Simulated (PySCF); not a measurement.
Two-component Hartree-Fock for Tm⁶⁰⁺ (thulium, charge +60)

Start: [He] 2s2 2p5; 2p1/2 filled at m_j = -1/2, +1/2; 2p3/2 filled at m_j = -1/2, +1/2, +3/2. Calculated with PySCF 2.14 in an even-tempered Gaussian basis (17 s from 42 bohr⁻², ratio 2.4; 13 p from 55 bohr⁻², ratio 2.4; 5 d from 190 bohr⁻², ratio 2.6; 4 f from 290 bohr⁻², ratio 2.6): generalised Hartree-Fock with the X2C-1e Hamiltonian and a Gaussian nucleus; one run each with spin-orbit coupling (SO) switched off, then screened by Boettger's factors.

| spinor shell | electrons | ε, spin-free (eV) | ε, screened SO (eV) | weight of nominal j (screened SO) | rms radius, screened SO (bohr) |
| --- | --- | --- | --- | --- | --- |
| 1s1/2 | 2 | -65067.5 | -65045.7 | 1.000 | 0.0227 |
| 2s1/2 | 2 | -15094.5 | -15088.4 | 1.000 | 0.0896 |
| 2p1/2 | 2 | -13982.1 | -14705.9 | 1.000 | 0.0761 |
| 2p3/2 | 3 | -13982.1 | -13677.2 | 1.000 | 0.0825 |

```
   quantity    spin-free  screened SO
E (hartree)  -8971.56326  -8992.12083
        M_J          3/2          3/2
       ⟨J²⟩        3.750        3.750
       ⟨L²⟩        2.000        2.018
       ⟨S²⟩        0.750        0.768
```

Each row is a mean over spinors that exchange with the open shell spreads, by up to 59.272 eV (2s1/2).

Breit and QED terms are absent; they matter most for the inner s and p1/2 levels.

Densities and radii are taken from the X2C orbitals without a picture-change correction, which distorts them close to the nucleus.

Without spin-orbit coupling the j labels of p, d and f shells carry no meaning; the spin-free column gives the mean over the occupied spinors of each nl shell.
